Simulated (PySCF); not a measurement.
# NMR problem set

No solvent model, one averaged value for each set of equivalent atoms, non-relativistic, a single conformation. GFN2-xTB geometry; PBE0/pcSseg-1 with gauge-including orbitals; PySCF.

Chemical shifts δ = σref − σ; ¹H (σ = 31.72 ppm) and ¹³C (σ = 186.93 ppm) against TMS, all at this level. Splittings of carbon signals by F and P are missing where no couplings were computed. Where no couplings were computed, multiplicities follow the n + 1 count of equivalent neighbours, and m marks all less simple cases (inequivalent or close neighbours, rings, F or P nearby). Shifts are as computed. Against solution values, carbons near 30 ppm lie about +3 ppm off and those near 130 ppm about +5 ppm. Of 1211 compounds with measured shifts, 218 miss one by over three times the rms of a fit or turn the order of signals round; such compounds aren't used in these exercises.

Question: C4H7NOSi. ¹H NMR (400 MHz, computed): δ 8.24 (s, 1H), 4.53 (s, 3H), 2.36 (s, 3H). ¹³C{¹H} NMR (computed): δ 168.3 (C), 154.6 (CH), 133.2 (C), 10.6 (CH3). What is it?

Answer: SMILES o1ncc(C)c1[SiH3]. The formula gives 3 degrees of unsaturation (1 ring in the answer). 4 carbon signals for 4 carbons: no two carbons are equivalent. Carbon types of the structure: 2 × C, 1 × CH, 1 × CH3, leaving 3 H on heteroatoms. δC 168.3: substituted aromatic carbon next to the ring oxygen. δC 154.6: aromatic CH next to a ring nitrogen; the adjacent pyridine-type nitrogen withdraws density from it. δC 133.2: substituted aromatic carbon. δC 10.6: methyl carbon on an aromatic ring; aliphatic region, no heteroatom directly attached.

The shifts were computed for this structure.

Question: C5H7F5Si. ¹H NMR (400 MHz, computed): δ 4.75 (m, 1H), 4.72 (m, 1H), 3.18 (m, 1H), 1.93 (m, 2H), 1.48 (m, 2H). ¹³C{¹H} NMR (computed): δ 129.7 (C), 123.7 (C), 36.5 (CH), 10.0 (CH2). What is it?

Answer: `FC(F)(F)C(F)(F)C1C[SiH2]C1`. The formula gives 1 degree of unsaturation (1 ring in the answer). 4 carbon signals for 5 carbons: some carbons are equivalent by symmetry or fast rotation. Carbon types of the structure: 2 × C, 1 × CH, 2 × CH2, leaving 2 H on heteroatoms. δC 129.7: CF3 carbon; 3 electronegative neighbours deshield it. δC 123.7: fully substituted sp3 carbon bonded to 2 F; 2 electronegative neighbours deshield it. δC 36.5: sp3 CH in a ring; saturated and bonded to C and H only. δC 10.0: sp3 CH2 bonded to Si; an electropositive neighbour leaves it electron-rich and shielded.

The shifts were computed for this structure.
